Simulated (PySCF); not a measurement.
BClH5NSi (calculated)

Computed with PySCF 2.14.0. Calculation on a computer-drawn molecule: the log of a Hartree-Fock and frozen-core CCSD(T) single point meant for a local Hartree-Fock minimum, with one planted fault or none, to be diagnosed. Offsets are logged minus clean, where the clean run is the same molecule without the fault. The reference is restricted for singlets and unrestricted otherwise, and also for a bond in bohr or an excited solution. Adding or removing an electron swaps singlet and doublet. The excited solution moves the top pair (singlet) or top alpha electron (doublet) to the lowest empty orbital. Highest occupied and lowest empty are orbital energies over both spins, largest force is the largest gradient component, triples share is (T) over the correlation energy, the T1 limit is 0.02 restricted and 0.045 unrestricted, electrons count all cores, a negative frequency is imaginary (commonest isotopes), and the dipole is about the centre of nuclear charge.

Common to all runs: meant charge 0; meant multiplicity 1; meant basis cc-pV(D+d)Z; logged electrons 48; logged SCF converged yes; possible faults no fault, one electron removed, one electron added, multiplicity raised by two, geometry at a saddle point, SCF held on an excited solution, minimal basis STO-3G, one bond length entered in bohr, all coordinates scaled.

(1) 
```xyz
9
formula=BClH5NSi logged_basis_functions=99 logged_spin_squared=0.7532 logged_highest_occupied=-11.716 logged_lowest_empty=1.345 logged_largest_force=0.024583 logged_T1_diagnostic=0.053015 logged_D1_diagnostic=0.27003 logged_triples_share=0.034832 logged_CC_converged=yes logged_dipole_magnitude=1.565 logged_SCF_stable_within_its_kind=yes logged_energy_HF=-830.4635 logged_energy_CCSD(T)=-831.01664 planted_fault=one_bond_length_entered_in_bohr,row_6_of_the_drawn_bonds HF_energy_offset_from_clean_run=88.15 CCSD(T)_energy_offset_from_clean_run=88.75
B     -3.2725    -1.7913     0.4498
N     -2.1198    -1.1428     0.9403
Si    -0.5539    -1.8308     1.1833
Cl    -0.1926    -2.1771     3.1978
H     -4.3017    -1.1813     0.3547
H     -3.2078    -2.9454     0.1268
H     -2.3366     0.6731     1.4490
H      0.4854    -0.8857     0.7500
H     -0.4791    -3.1176     0.4858
```

Units: logged_highest_occupied, logged_lowest_empty in eV; logged_largest_force in hartree/bohr; logged_dipole_magnitude in debye; logged_energy_HF, logged_energy_CCSD(T) in hartree; HF_energy_offset_from_clean_run, CCSD(T)_energy_offset_from_clean_run in kcal/mol.

Drawn bonds:
```tsv
atom	other atom	order
1	2	1
2	3	1
3	4	1
1	5	1
1	6	1
2	7	1
3	8	1
3	9	1
```

Notes: T1 above single-reference limit.

(2) 
```xyz
9
formula=BClH5NSi logged_basis_functions=33 logged_spin_squared=0 logged_highest_occupied=-10.045 logged_lowest_empty=8.0139 logged_largest_force=0.028135 logged_T1_diagnostic=0.015657 logged_D1_diagnostic=0.073262 logged_triples_share=0.020685 logged_CC_converged=yes logged_dipole_magnitude=2.7023 logged_SCF_stable_within_its_kind=yes logged_energy_HF=-821.33012 logged_energy_CCSD(T)=-821.50424 planted_fault=minimal_basis_STO-3G HF_energy_offset_from_clean_run=5819 CCSD(T)_energy_offset_from_clean_run=6058
B     -3.2725    -1.7913     0.4498
N     -2.1198    -1.1428     0.9403
Si    -0.5539    -1.8308     1.1833
Cl    -0.1926    -2.1771     3.1978
H     -4.3017    -1.1813     0.3547
H     -3.2078    -2.9454     0.1268
H     -2.2345    -0.1819     1.2095
H      0.4854    -0.8857     0.7500
H     -0.4791    -3.1176     0.4858
```

Units: logged_highest_occupied, logged_lowest_empty in eV; logged_largest_force in hartree/bohr; logged_dipole_magnitude in debye; logged_energy_HF, logged_energy_CCSD(T) in hartree; HF_energy_offset_from_clean_run, CCSD(T)_energy_offset_from_clean_run in kcal/mol.

Drawn bonds:
```tsv
atom	other atom	order
1	2	1
2	3	1
3	4	1
1	5	1
1	6	1
2	7	1
3	8	1
3	9	1
```

(3) 
```xyz
9
formula=BClH5NSi logged_basis_functions=99 logged_spin_squared=0 logged_highest_occupied=-2.9622 logged_lowest_empty=-6.3743 logged_largest_force=0.19161 logged_CC_converged=no logged_dipole_magnitude=5.8221 logged_SCF_stable_within_its_kind=no logged_energy_HF=-829.8927 planted_fault=SCF_held_on_an_excited_solution HF_energy_offset_from_clean_run=446.3
B     -3.2725    -1.7913     0.4498
N     -2.1198    -1.1428     0.9403
Si    -0.5539    -1.8308     1.1833
Cl    -0.1926    -2.1771     3.1978
H     -4.3017    -1.1813     0.3547
H     -3.2078    -2.9454     0.1268
H     -2.2345    -0.1819     1.2095
H      0.4854    -0.8857     0.7500
H     -0.4791    -3.1176     0.4858
```

Units: logged_highest_occupied, logged_lowest_empty in eV; logged_largest_force in hartree/bohr; logged_dipole_magnitude in debye; logged_energy_HF in hartree; HF_energy_offset_from_clean_run in kcal/mol.

Drawn bonds:
```tsv
atom	other atom	order
1	2	1
2	3	1
3	4	1
1	5	1
1	6	1
2	7	1
3	8	1
3	9	1
```

Notes: CCSD not converged.

(4) 
```xyz
9
formula=BClH5NSi logged_basis_functions=99 logged_spin_squared=0 logged_highest_occupied=-11.637 logged_lowest_empty=2.734 logged_largest_force=0.060477 logged_T1_diagnostic=0.014675 logged_D1_diagnostic=0.055941 logged_triples_share=0.028402 logged_CC_converged=yes logged_dipole_magnitude=2.3542 logged_SCF_stable_within_its_kind=yes logged_energy_HF=-830.55298 logged_energy_CCSD(T)=-831.11965 planted_fault=all_coordinates_scaled,by_+8.3_% HF_energy_offset_from_clean_run=32.01 CCSD(T)_energy_offset_from_clean_run=24.1
B     -3.5442    -1.9400     0.4872
N     -2.2957    -1.2376     1.0183
Si    -0.5999    -1.9828     1.2815
Cl    -0.2086    -2.3578     3.4633
H     -4.6588    -1.2793     0.3841
H     -3.4741    -3.1899     0.1373
H     -2.4200    -0.1970     1.3099
H      0.5257    -0.9593     0.8122
H     -0.5188    -3.3763     0.5262
```

Units: logged_highest_occupied, logged_lowest_empty in eV; logged_largest_force in hartree/bohr; logged_dipole_magnitude in debye; logged_energy_HF, logged_energy_CCSD(T) in hartree; HF_energy_offset_from_clean_run, CCSD(T)_energy_offset_from_clean_run in kcal/mol.

Drawn bonds:
```tsv
atom	other atom	order
1	2	1
2	3	1
3	4	1
1	5	1
1	6	1
2	7	1
3	8	1
3	9	1
```
